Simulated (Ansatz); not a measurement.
Reaction R1 → P1 + P2, each structure at its B3LYP-D3(BJ)/def2-TZVP stationary point, reached from a drawn start (curvature not checked).
P1: F atom, charge 0, multiplicity 2.
P2: F3S (SMILES F[S](F)F), charge 0, multiplicity 2.
R1: F4S (SMILES FS(F)(F)F), charge 0, multiplicity 1.

P less R. No zero-point or thermal terms; singlets are restricted closed shells; open shells are unrestricted; no spin–orbit coupling.

Cores are frozen in the correlated methods.

Programs: Ansatz (Gaussian orbitals). All values are computed, each at the level named.

PBE/def2-TZVPP gives 96.82 kcal/mol for the reaction energy.

**Question.** Predict the shift from PBE, with its sign, for: r2SCAN/def2-TZVPP, B3LYP/def2-TZVPP, wB97M-V/def2-TZVPP, B2PLYP/def2-TZVPP, MP2/cc-pV(Q+d)Z, CCSD(T)/cc-pV(Q+d)Z.

**Answer.** r2SCAN/def2-TZVPP -1.84; B3LYP/def2-TZVPP -6.99; wB97M-V/def2-TZVPP 0.90; B2PLYP/def2-TZVPP -4.25; MP2/cc-pV(Q+d)Z 9.75; CCSD(T)/cc-pV(Q+d)Z 0.59 kcal/mol. 3 of 6 lie above PBE; the widest gap is to MP2/cc-pV(Q+d)Z.

Ansatz is a first-principles code.
